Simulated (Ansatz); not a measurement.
Calculated with Ansatz (gas phase, PBE0-D4/def2-TZVP geometries, no zero-point term in ΔE). CBS: MP2 limit from def2 TZ/QZ plus the TZ coupled-cluster correction, frozen cores. DFT in def2-TZVPP. B3LYP here is the variant with VWN-RPA as its local correlation; programs differ in this. For Se, Ti outer-core shells are correlated without core-valence functions, which leaves a few kJ/mol of doubt a bond. Scalar relativity is left out up to krypton. One conformer a species, not always the lowest.

`[SeH][SiH]1BC1` + `[OH][Ti]([F])([Cl])[Cl]` → `Cl[SiH]1BC1` + `[OH][Ti]([F])([Cl])[SeH]`  (redistribution)

```
                   species  B3LYP-D4 energy (Eh)
          `[SeH][SiH]1BC1`           -2757.07832
 `[OH][Ti]([F])([Cl])[Cl]`           -1945.97976
             `Cl[SiH]1BC1`            -815.13447
`[OH][Ti]([F])([Cl])[SeH]`           -3887.91668
```

(1) Work out ΔE.

Largest T1 diagnostic among the species: 0.024, so the coupled-cluster value is less sure than usual.

Answers

(1) ΔE = (-815.13447) + (-3887.91668) − (-2757.07832) − (-1945.97976) = 0.00693 Eh = +4.3 kcal/mol. CCSD(T)/CBS gives +3.8 kcal/mol.

In def2-TZVPP, CCSD(T) changes the Hartree–Fock value by −1.5 kcal/mol (the triples alone add −0.4 kcal/mol) and MP2 by −2.4 kcal/mol.
